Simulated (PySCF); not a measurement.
Species: C7H6N2S.
Cartesian coordinates in Å at the PBE0-D3(BJ)/def2-SVP level; atoms count from 1:
```
atom  x, y, z in Å
C1    -2.5692   -0.9996    1.3885
C2    -1.8035   -0.7966    0.3187
C3    -0.8763    0.3886    0.1624
C4    -1.2614    1.1911   -1.0007
N5    -1.5610    1.8082   -1.9324
C6     0.5690   -0.0472    0.0612
C7     1.2311   -0.8180    1.0638
N8     2.4852   -1.1242    0.8401
S9     2.9521   -0.4934   -0.6179
C10    1.4376    0.2099   -0.9714
H11   -3.2070   -1.8833    1.4650
H12   -2.5888   -0.2930    2.2245
H13   -1.7948   -1.5111   -0.5110
H14   -0.9882    1.0379    1.0489
H15    0.7569   -1.1663    1.9866
H16    1.2375    0.7733   -1.8833
```

Linear response at PBE0/def2-SVPD (PySCF, frozen core in the response, non-relativistic).

Static isotropic polarisability: 107.50 au (15.93 Å³), principal values 72.9, 112.7, 136.8 au.

(1) What is the polarisability at 1064 nm and at the sodium D line?

(2) What is the isotropic C6 coefficient between two such molecules, C6 = (3/π)∫α(iω)² dω?

(3) Which effective excitation energy ω̄ makes London's formula C6 = (3/4)α²ω̄ exact here?

(4) What molar refraction at the D line follows from R = (4π/3)·N_A·α′, with α′ the polarisability volume?

(5) How anisotropic is the static polarisability, by Δα² = ½[(α1 − α2)² + (α2 − α3)² + (α3 − α1)²]?

(6) What three-body coefficient follows from the one-pole estimate C9 = (3/4)·α·C6?

(7) The lowest 6 singlets have (eV, f): 5.47, 0.170; 5.62, 0.003; 6.08, 0.004; 6.16, 0.024; 6.29, 0.009; 6.36, 0.025. What share of the static polarisability do they carry in the sum over states α = Σ f/ω²?

(8) How many electrons N does the Slater–Kirkwood formula C6 = (3/4)·√N·α^(3/2) need to give this C6?

(9) What n − 1 at the D line would an ideal gas of it have at 273.15 K and 1 atm (2.6868 × 10¹⁹ cm⁻³), by n − 1 = 2π·N·α′?

## Answers

(1) 108.65 au at 1064 nm (+1.1 %), 111.45 au at 589.3 nm (+3.7 %). The rise at 589.3 nm is 3.43 times that at 1064 nm; a pure ω² law gives 3.26. The lowest singlet lies at 226 nm, shorter than both wavelengths.

(2) 4467 au (Eh·bohr⁶) by a ten-point quadrature over imaginary frequencies, which is 2670 eV·Å⁶ or 258 J·nm⁶/mol.

(3) ω̄ = 4·C6/(3α²) = 0.515 Eh = 14.0 eV. A one-pole form α(ω) = α/(1 − ω²/ω̄²) fitted to the 1064 nm value gives 11.3 eV.

(4) α′ = 16.52 Å³ gives R = 41.66 cm³/mol, for isolated, non-vibrating species.

(5) Δα = 55.9 au, or 0.52 of the isotropic value.

(6) 360000 au. This is an estimate from the two numbers above, not a computed integral.

(7) 5.44 au, 5.1 % of α; the largest term, 4.21 au, is that of the state at 5.47 eV. Their oscillator strengths add up to 0.23. Higher states carry the rest.

(8) N = (4·C6/3)²/α³ = 28.6; the species has 78 electrons in all.

(9) 27.88 × 10⁻⁴, a formal value whether or not that pressure can be reached.

One conformer stands for the species.
